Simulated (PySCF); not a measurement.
H₃Zr, charge +1, multiplicity 1. Atoms are numbered in the order given.

```xyz
4

Zr     0.0000     0.0000     0.0000
H      1.7897     0.0000     0.0000
H     -0.8949     1.5499     0.0000
H     -0.8949    -1.5499     0.0000
```
Charge +1, spin multiplicity 1.

Geometry optimised at PBE0-D3(BJ)/def2-TZVPD. The geometry has at least one imaginary mode, so it is a saddle point at that level. The multiplicity is an assumed one; other spin states were not compared. The def2 effective core potentials stand for the cores of Zr; spin–orbit coupling is left out.

Level of theory: M06-2X/def2-TZVPD (PySCF).

Symmetry labels are those of the subgroup C2v that the program uses (full group D3h).

Computed valence orbital energies around the gap with their symmetry:
| orbital | symmetry | energy (eV) |
|---|---|---|
| HOMO−6 | A1 | -69.10 |
| HOMO−5 | B2 | -45.03 |
| HOMO−4 | A1 | -44.43 |
| HOMO−3 | B1 | -44.43 |
| HOMO−2 | A1 | -16.51 |
| HOMO−1 | A1 | -15.61 |
| HOMO | B1 | -15.61 |
| LUMO | A1 | -8.73 |
| LUMO+1 | B2 | -8.17 |
| LUMO+2 | A2 | -8.17 |
| LUMO+3 | A1 | -6.72 |
